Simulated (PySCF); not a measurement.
C4H6F3OSi (doublet state).
Cartesian coordinates in Å at the GFN2-xTB level; atoms count from 1:
```
atom  x, y, z in Å
C1    -0.7472    1.7254   -0.1508
Si2   -0.5415   -0.1508   -0.0117
C3    -2.0319   -1.3087   -0.1001
C4     1.1149   -0.9463    0.1420
O5     1.2990   -2.1664    0.2181
C6     2.2955    0.0234    0.1858
F7     3.4870   -0.5540    0.2508
F8     2.1993    0.8664    1.2422
F9     2.2995    0.8316   -0.9015
H10   -0.0257    2.2542    0.4674
H11   -0.6071    2.0648   -1.1745
H12   -1.7431    2.0253    0.1643
H13   -2.7071   -1.1585    0.7390
H14   -2.6022   -1.1564   -1.0133
H15   -1.6940   -2.3419   -0.0796
```

The hyperfine couplings belong to this conformer and change with its torsions.

The species is `C[Si](C)C(=O)C(F)(F)F` [radical].

Method used: UKS B3LYP, pcH-1 on C F H O Si, non-relativistic, mean-field spin-orbit, GIAO (PySCF 2.14.0). Isolated species at its GFN2-xTB geometry, gas phase. GFN2-xTB frequencies show an imaginary mode (36i cm⁻¹), so this geometry is no minimum at that level. The geometry wasn't refined by DFT: couplings that depend on bond lengths, twists or pyramidal angles can differ widely from those at the functional's own minimum, by a factor of two or more for some ions and for spin on atoms past the first row. Stability of the SCF solution: not tested.

Principal values of hyperfine tensors in MHz (contact, dipolar and spin–orbit terms together), for some of the nuclei:

```tsv
atom	isotope	A1	A2	A3
F8	19F	32.67	34.55	80.98
H11	1H	46.28	47.79	53.24
F9	19F	32.78	35.47	78.20
H13	1H	34.81	35.47	41.49
H14	1H	32.48	33.11	38.74
C4	13C	-33.21	-27.37	-23.02
O5	17O	-115.30	24.86	26.65
H10	1H	14.75	14.85	20.90
```

(1) Give the isotropic coupling of each nucleus in MHz and in mT (g = 2.0041), and the anisotropic part.

(2) What spin density at the nucleus of C4 lies behind its contact coupling (g_N = 1.40482)?

(3) Si2 (29Si, g_N = -1.11058) isn't in the table. Its spin density at the nucleus is 0.1302 bohr⁻³. What is its contact coupling?

(4) Name the largest traceless tensor T of the table and describe it.

(5) What first-order splitting does F9 cause when the field lies along A1, A2 or A3 of its tensor (g taken as isotropic, no quadrupole term)?

Results:

(1) a_iso = (A1 + A2 + A3)/3, Ti = Ai − a_iso; 1 mT corresponds to 28.050 MHz. The tensors hold a spin–orbit part: the run splits a_iso into a_FC + a_SO, and T includes its anisotropic share.

```
atom  a_iso (MHz)    a_FC   a_SO  a_iso (mT)      T1      T2     T3
  F8        49.40   49.45  -0.05       1.761  -16.73  -14.85  31.58
 H11        49.10   49.11   0.00       1.751   -2.82   -1.31   4.13
  F9        48.82   48.87  -0.05       1.740  -16.04  -13.35  29.39
 H13        37.26   37.26   0.00       1.328   -2.45   -1.79   4.24
 H14        34.78   34.78   0.00       1.240   -2.30   -1.67   3.97
  C4       -27.87  -27.81  -0.06      -0.993   -5.34    0.50   4.84
  O5       -21.26  -21.15  -0.11      -0.758  -94.04   46.12  47.91
 H10        16.83   16.83   0.00       0.600   -2.08   -1.98   4.06
```

(2) a_FC = 800.24 MHz bohr³ × g_N × ρ(0)/(2S). With a_FC = -27.81 MHz and 2S = 1, ρ(0) = -0.02473 bohr⁻³.

(3) By the same relation, a_FC = -115.8 MHz. The spin–orbit term adds +1.01 MHz. Its full tensor has the principal values -263.19, -40.59, -40.45 MHz.

(4) O5: -94.0, 46.1, 47.9 MHz (the dipolar term alone has -94.2, 46.2, 48.0), axial, in the ratio +1:+1:−2.

(5) 2 lines (I = 1/2), spaced by |A_i|/(g × 13.996): 1.17, 1.26, 2.79 mT along the axes of A1, A2 and A3.

The run took 95 s of wall time (grids of density and orbitals included) on an Arm Neoverse V2 with one thread, on a shared host, and the process peaked at 1.0 GiB of memory.
